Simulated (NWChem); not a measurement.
System meant: triflic acid (CHF3O3S); SMILES O=S(=O)(O)C(F)(F)F

NWChem input:

```
start job
memory heap 200 mb stack 900 mb global 1100 mb
geometry units angstroms noautoz
  O     -1.172217    -1.214535    -0.814503
  S      0.135924    -0.860162     0.054000
  O     -0.090028    -1.260252     1.423870
  O      1.283082    -1.236088    -0.724218
  C      0.014536     0.991597     0.007690
  F      0.981237     1.497855     0.744044
  F      0.123300     1.420978    -1.231066
  F     -1.158211     1.356198     0.501529
  H     -1.920664    -1.336549    -0.207563
end
basis spherical
  * library def2-svp
end
dft
  xc b3lyp
  iterations 4
  mulliken
end
task dft energy
```

End of the output:

```
    Atom       Charge   Shell Charges
 -----------   ------   -------------------------------------------------------
    1 O    8     8.21   1.97  0.92  0.63  2.70  1.97  0.02
    2 S   16    14.87   2.00  1.93  0.77  0.36  5.79  1.65  1.35  1.02
    3 O    8     8.46   1.98  0.99  0.72  2.69  2.06  0.03
    4 O    8     8.45   1.98  0.99  0.72  2.71  2.03  0.03
    5 C    6     6.00   1.96  0.63  0.32  1.73  0.96  0.40
    6 F    9     9.03   1.98  1.02  0.73  3.22  2.07  0.01
    7 F    9     9.02   1.98  1.02  0.73  3.22  2.07  0.01
    8 F    9     9.04   1.98  1.02  0.73  3.22  2.08  0.01
    9 H    1     0.91   0.55  0.18  0.18

 center of mass
 --------------
 x =   0.01913007 y =   0.07110437 z =   0.01383780

 moments of inertia (a.u.)
 ------------------
        1148.071345756170           0.000000000000           0.000000000000
           0.000000000000         687.203588749000          -0.000000000000
           0.000000000000          -0.000000000000        1156.618538219663

     Multipole analysis of the density
     ---------------------------------

     L   x y z        total         alpha         beta         nuclear
     -   - - -        -----         -----         ----         -------
     0   0 0 0      0.000000    -37.000000    -37.000000     74.000000

     1   1 0 0     -0.920286     -0.460143     -0.460143     -0.000000
     1   0 1 0      0.259398      0.129699      0.129699     -0.000000
     1   0 0 1     -0.534330     -0.267165     -0.267165     -0.000000

     2   2 0 0    -36.657874   -105.403171   -105.403171    174.148468
     2   1 1 0      2.777977     -0.432514     -0.432514      3.643006
     2   1 0 1      2.785943     -0.202713     -0.202713      3.191368
     2   0 2 0    -36.977438   -216.987035   -216.987035    396.996632
     2   0 1 1      1.700611     -0.484356     -0.484356      2.669324
     2   0 0 2    -38.408468   -103.161698   -103.161698    167.914927

 ------------------------------------------------------------------------
 dft energy failed                                                                                  0
 ------------------------------------------------------------------------
 ------------------------------------------------------------------------
  current input line :
    22: task dft energy
 ------------------------------------------------------------------------
 ------------------------------------------------------------------------
 This type of error is most commonly associated with calculations not reaching convergence criteria
 ------------------------------------------------------------------------
 For more information see the NWChem manual at https://nwchemgit.github.io

0:dft energy failed:Received an Error in Communication
```

Problem. Can this run be used? If not, why, and what is the fix?

Solution. The run did not converge; its last values are not results. Cause: the SCF was allowed too few iterations. This input runs:
```
start job
memory heap 200 mb stack 900 mb global 1100 mb
geometry units angstroms noautoz
  O     -1.172217    -1.214535    -0.814503
  S      0.135924    -0.860162     0.054000
  O     -0.090028    -1.260252     1.423870
  O      1.283082    -1.236088    -0.724218
  C      0.014536     0.991597     0.007690
  F      0.981237     1.497855     0.744044
  F      0.123300     1.420978    -1.231066
  F     -1.158211     1.356198     0.501529
  H     -1.920664    -1.336549    -0.207563
end
basis spherical
  * library def2-svp
end
dft
  xc b3lyp
  iterations 150
  mulliken
end
task dft energy
```
It converges to -961.45793 Ha (B3LYP/def2-SVP).
